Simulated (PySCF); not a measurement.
# Hartree-Fock beside MP2: AlBFH2 cation

These are calculations, not measurements. The program is PySCF 2.14.0, an open-source quantum chemistry code, run on an isolated molecule that a program drew, which may never have been made. The molecule is AlBFH2 cation (charge +1, singlet), drawn as the SMILES string `F[B+][AlH2]`.

The geometry was optimised and harmonic frequencies were computed with HF and MP2, all in the cc-pV(D+d)Z basis, for the commonest isotopes, with a restricted reference for singlets and an unrestricted one otherwise, and a frozen core in MP2. Each result is a local minimum of its method.

Geometry at the HF minimum:
```xyz
5
AlBFH2 cation, angstrom
F    -2.1832    0.4611   -1.5215
B    -1.1913    1.0663   -1.1229
Al    0.6691    2.2015   -0.3750
H     1.6016    2.4393   -1.5880
H     0.5056    2.4329    1.1472
```

Lengths of the bonds as drawn, in Å (atoms numbered as above):
| bond | HF | MP2 |
|---|---|---|
| F1-B2 | 1.228 | 1.246 |
| B2-Al3 | 2.304 | 2.291 |
| Al3-H4 | 1.548 | 1.551 |
| Al3-H5 | 1.548 | 1.551 |

Rotational constants, in GHz:
```
constant,HF,MP2
A,115.5,114.9
B,3.281,3.279
C,3.19,3.188
```

Harmonic frequencies in cm^-1, each column in rising order, so a row needn't be the same motion in every method:
| rank | HF | MP2 |
|---|---|---|
| 1 | 234 | 219 |
| 2 | 275 | 258 |
| 3 | 323 | 325 |
| 4 | 518 | 498 |
| 5 | 598 | 580 |
| 6 | 731 | 710 |
| 7 | 1670 | 1606 |
| 8 | 2110 | ? |
| 9 | 2157 | 2124 |

**Estimate the missing MP2 frequency from the HF column.**

A single factor s that minimises the squared misfit of MP2 against s times HF over the other rows is sum(HF x MP2) / sum(HF^2) = 0.9749, with an rms misfit of 13 cm^-1. For rank 8 it gives 0.9749 x 2110 = 2057 cm^-1. The calculation gives 2071 cm^-1, 14 cm^-1 above the estimate. The drawn bonds are on average 0.3 % longer in MP2 than in HF.
